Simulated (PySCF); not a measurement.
Ne⁺: excitation energy

Ne⁺ [He] 2s2 2p5 (2P) → Ne⁺ [He] 2s1 2p5 3d1 (high-spin determinant), as a difference of total energies. Calculation: PySCF 2.14, in aug-cc-pV5Z; the non-relativistic Hamiltonian (point nucleus). Correlated levels: valence: 1s2 frozen. The calculations carry no spin-orbit coupling.

| method | excitation energy (eV) |
| --- | --- |
| UHF | 63.430 |
| LDA | 60.552 |
| PBE | 60.338 |
| PBE0 | 61.411 |
| r2SCAN | 61.822 |
| B2PLYP | 62.334 |
| MP2 (valence) | 63.818 |
| SCS-MP2 (valence) | 63.804 |

Task: Estimate what PBEsol gives.

Result: 60.314 eV, closest to PBE among the rows shown.

Task: Estimate what TPSSh gives.

Result: 61.391 eV, closest to PBE0 among the rows shown.

The upper state lies above the first ionisation limit, where it may autoionise and the basis confines it. A Rydberg-like electron needs more diffuse functions than a valence basis has.

The promoted electron is Rydberg-like, and one or two diffuse shells describe it only roughly, which tends to raise the upper state.

The determinant of the upper state mixes LS terms, which raises its energy above the lowest term, most at the Hartree-Fock and MP2 levels.
